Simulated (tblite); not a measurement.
Compound: C₆H₅O₂ (doublet state).
SMILES with atom numbers: `[CH3:1][C:2](=[O:3])[C@@H:4]1[C:5]=[C:6]1[CH:7]=[O:8]` (hydrogens: H9, H10, H11 on C1; H12 on C4; H13 on C7)

Geometry (GFN2-xTB, Å), atoms numbered from 1 in this order:
```
atom  x, y, z in Å
C1    -1.6213   -0.0677    0.5645
C2    -1.0251    0.9885   -0.3263
O3    -1.4669    2.1095   -0.4250
C4     0.1757    0.5807   -1.0900
C5     0.4103   -0.8118   -1.5155
C6     1.1627   -0.5891   -0.4913
C7     2.0872   -0.8036    0.5728
O8     2.3474   -0.0028    1.4348
H9    -0.9388   -0.2765    1.3871
H10   -2.5650    0.2857    0.9701
H11   -1.7713   -0.9885    0.0046
H12    0.6521    1.3863   -1.6390
H13    2.5486   -1.8104    0.5354
```

Structure optimised with GFN2-xTB, isolated species. This method treats the open shell by occupation alone, without spin polarisation.

Take the most abundant isotopes and a rigid rotor. The values belong to one conformer with, in the numbering `[CH3:1][C:2](=[O:3])[C@@H:4]1[C:5]=[C:6]1[CH:7]=[O:8]`, C1–C2–C4–C5 29°, C5–C6–C7–O8 -172°.

Question: What are A, B and C (MHz)?

Answer: Ia = 137.40, Ib = 366.10, Ic = 399.41 u·Å²; 505379 MHz·u·Å²/I gives A = 3678, B = 1380, C = 1265 MHz.

Question: What kind of rotor is it?

Answer: A near-prolate asymmetric top: κ = (2 × 1380 − 3678 − 1265)/(3678 − 1265) = -0.90.

Question: What does the inertial defect say?

Answer: Not planar: Δ = Ic − Ia − Ib = -104.08 u·Å². For a rigid frame Δ = −2 Σ m c², so Σ m c² = 52.04 u·Å² lies off the ab plane: 12.51 from hydrogen and 39.53 from heavier atoms. The atom farthest from that plane is 1.99 Å away.

Question: Give the other two planar moments, Paa and Pbb, and the rms extents of the mass along the axes.

Answer: Paa = Σ m a² = (Ib + Ic − Ia)/2 = 314.06 and Pbb = Σ m b² = (Ia + Ic − Ib)/2 = 85.36 u·Å². With the mass M = 109.03 u, the rms extents √(P/M) along a, b and c are 1.70, 0.88, 0.69 Å.

Question: Where do the levels up to J = 4 lie, in cm⁻¹?

Answer: Above 0(0,0):
J = 1: 1(0,1) 0.0883, 1(1,1) 0.1649, 1(1,0) 0.1687
J = 2: 2(0,2) 0.2646, 2(1,2) 0.3376, 2(1,1) 0.3491, 2(2,1) 0.5790, 2(2,0) 0.5792
J = 3: 3(0,3) 0.5288, 3(1,3) 0.5965, 3(1,2) 0.6195, 3(2,2) 0.8438, 3(2,1) 0.8445, 3(3,1) 1.2367, 3(3,0) 1.2367
J = 4: 4(0,4) 0.8804, 4(1,4) 0.9415, 4(1,3) 0.9799, 4(2,3) 1.1967, 4(2,2) 1.1988, 4(3,2) 1.5900, 4(3,1) 1.5900, 4(4,1) 2.1397, 4(4,0) 2.1397

Question: Estimate the classical rotational partition function at 25 K, 50 K and 100 K.

Answer: Point group C1, symmetry number σ = 1; q = (√π/σ)·√((kT/h)³/(ABC)), k/h = 20836.6 MHz/K: 8310 at 25 K, 23500 at 50 K, 66500 at 100 K.

For this open shell read J as N, the rotation without spin; fine and hyperfine splittings come on top. Its GFN2-xTB frequencies are all real (lowest 48 cm⁻¹). Zero-point vibration and centrifugal distortion are left out.

The run took 0.34 s of wall time on Arm Neoverse V1, one thread, shared host with 32 logical CPUs at a one-minute load of 10. These figures are those of the optimisation.

The numbers are calculated, not measured.
